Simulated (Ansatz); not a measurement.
C4H8F2O, SMILES `FCCCOCF`. Total charge 0; spin multiplicity 1. The structure was optimised at the PBE0-D4/def2-TZVP level. It is one conformer, not always the lowest.

```xyz
15

F    -1.964    1.259    1.428
C    -0.580    1.241    1.324
C    -0.098   -0.171    1.112
C    -0.601   -0.779   -0.184
O    -0.209   -0.044   -1.337
C     1.012   -0.349   -1.853
F     2.043    0.200   -1.101
H    -0.303    1.883    0.484
H    -0.174    1.661    2.249
H     0.995   -0.169    1.130
H    -0.440   -0.797    1.943
H    -0.255   -1.816   -0.278
H    -1.692   -0.781   -0.195
H     1.194   -1.432   -1.874
H     1.072    0.092   -2.849
```

(1) What is the dipole moment at ωB97M-V/def2-TZVPP? (An estimate is asked.)

(2) And with PBE, r2SCAN, B3LYP? (Best estimate.)

(3) Give the Mulliken charges with ωB97M-V, B3LYP, PBE in def2-TZVPP. (Estimate.)

Answers

(1) Computed: 2.01 D, with components (0.95, -1.75, -0.26) D in this frame, pointing from negative to positive charge.

(2) Ansatz gave: PBE 1.84 D, r2SCAN 1.93 D, B3LYP 2.00 D.

(3) The calculation gave: 
```tsv
atom	ωB97M-V	B3LYP	PBE
F1	-0.25	-0.26	-0.22
C2	0.05	0.07	0.05
C3	-0.17	-0.09	-0.10
C4	-0.07	0.01	0.01
O5	-0.29	-0.31	-0.24
C6	0.14	0.18	0.12
F7	-0.24	-0.26	-0.21
H8	0.10	0.09	0.08
H9	0.10	0.08	0.07
H10	0.09	0.06	0.06
H11	0.10	0.07	0.06
H12	0.11	0.07	0.06
H13	0.13	0.10	0.09
H14	0.09	0.07	0.06
H15	0.12	0.11	0.10
```

B3LYP here is the variant with VWN-RPA as its local correlation; programs differ in this.
